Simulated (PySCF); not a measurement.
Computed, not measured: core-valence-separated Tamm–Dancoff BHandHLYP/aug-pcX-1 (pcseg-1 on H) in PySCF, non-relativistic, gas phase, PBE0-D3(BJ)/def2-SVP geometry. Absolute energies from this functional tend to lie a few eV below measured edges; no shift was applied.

Main lines of an unknown, eV (oscillator strength): C K: 286.2 (0.057), 288.2 (0.036), 288.8 (0.026), 289.3 (0.056), 289.6 (0.037); O K: 533.1 (0.045), 534.6 (0.035), 536.1 (0.008), 536.9 (0.014). Listed: the first five lines at most of each edge with a tenth or more of its strongest line's intensity; roots within 0.03 eV on the same or equivalent atoms are summed. Only the lowest roots were sought, and the top ones are left out.

Question: Which candidate gives them?
A. `FC(F)[C@]1(F)CO1`
B. `C=C(F)OC(F)F`
C. `CC(=O)C(F)(F)F`
D. `CCOC(F)F`

Answer: A. 

- `FC(F)[C@]1(F)CO1`: C K: 286.2 (0.057), 288.2 (0.036), 288.8 (0.026), 289.3 (0.056), 289.6 (0.037); O K: 533.1 (0.045), 534.6 (0.035), 536.1 (0.008), 536.9 (0.014). First C line listed at 286.2 eV, hole on the sp3 carbon bound to oxygen; first O line listed at 533.1 eV, hole on the epoxide oxygen.
- `CC(=O)C(F)(F)F`: C K: 283.4 (0.078), 286.1 (0.008), 286.9 (0.036), 286.9 (0.040), 288.2 (0.010); O K: 528.3 (0.054), 536.4 (0.007). First C line listed at 283.4 eV, hole on the ketone carbonyl carbon (1s→π*); first O line listed at 528.3 eV, hole on the ketone oxygen (1s→π*).
- `C=C(F)OC(F)F`: C K: 283.2 (0.053), 286.4 (0.029), 286.4 (0.078), 287.5 (0.011), 288.4 (0.008); O K: 534.6 (0.011), 535.7 (0.006), 536.1 (0.022), 536.6 (0.007), 536.7 (0.009). First C line listed at 283.2 eV, hole on the terminal =CH2 carbon (1s→π*); first O line listed at 534.6 eV, hole on the ether oxygen.
- `CCOC(F)F`: C K: 285.5 (0.010), 286.3 (0.027), 286.3 (0.026), 286.8 (0.008), 287.1 (0.039); O K: 534.7 (0.028), 534.9 (0.005), 535.5 (0.003), 535.8 (0.010), 536.2 (0.005). First C line listed at 285.5 eV, hole on the methyl carbon; first O line listed at 534.7 eV, hole on the ether oxygen.

One conformer each; other structures than these candidates weren't tested.

The values belong to the conformer `[F:1][CH:2]([F:3])[C@:4]1([F:5])[CH2:6][O:7]1`: F1–C2–C4–F5 179°.
